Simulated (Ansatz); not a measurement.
(H2Al-mu-Br)2 (Al2H4Br2). The state is a triplet with charge 0. Geometry PBE0-D4/def2-SVP, that of the neutral singlet; atoms count from 1.

```xyz
8

Al   -0.271    1.549   -0.671
H    -1.513    2.340   -0.107
H     0.750    2.015   -1.780
Br    1.039    0.727    1.259
Al    0.270   -1.549    0.671
H    -0.753   -2.011    1.780
H     1.511   -2.344    0.110
Br   -1.035   -0.728   -1.262
```

At PBE0-D4/def2-TZVP a singlet of charge 0 lies 5.79 eV below the triplet at the same geometry.

Estimate the Mulliken populations from the PBE0/def2-TZVP orbitals of Ansatz.


| atom | charge (e) | spin (α − β) |
| --- | --- | --- |
| Al1 | 0.11 | 0.55 |
| H2 | -0.01 | 0.15 |
| H3 | -0.01 | 0.15 |
| Br4 | -0.08 | 0.16 |
| Al5 | 0.11 | 0.55 |
| H6 | -0.01 | 0.15 |
| H7 | -0.01 | 0.15 |
| Br8 | -0.08 | 0.16 |
Mulliken values and Mayer orders depend strongly on the basis.

Where does the spin sit?

Summed by element: Al 1.10, H 0.58, Br 0.32, of 2 unpaired in all. Largest on single atoms: Al5 0.55, Al1 0.55, Br4 0.16.

And the Mayer bond orders between bonded heavy atoms (over 0.3)?

Al1–Br4 0.68 (2.47 Å); Al1–Br8 0.68 (2.47 Å); Br4–Al5 0.68 (2.47 Å); Al5–Br8 0.68 (2.47 Å). Values over 0.3 also appear between atoms too far apart for a bond (Al1–Al5 0.42 at 3.42 Å); they arise where an orbital or an unpaired electron spreads over both atoms.
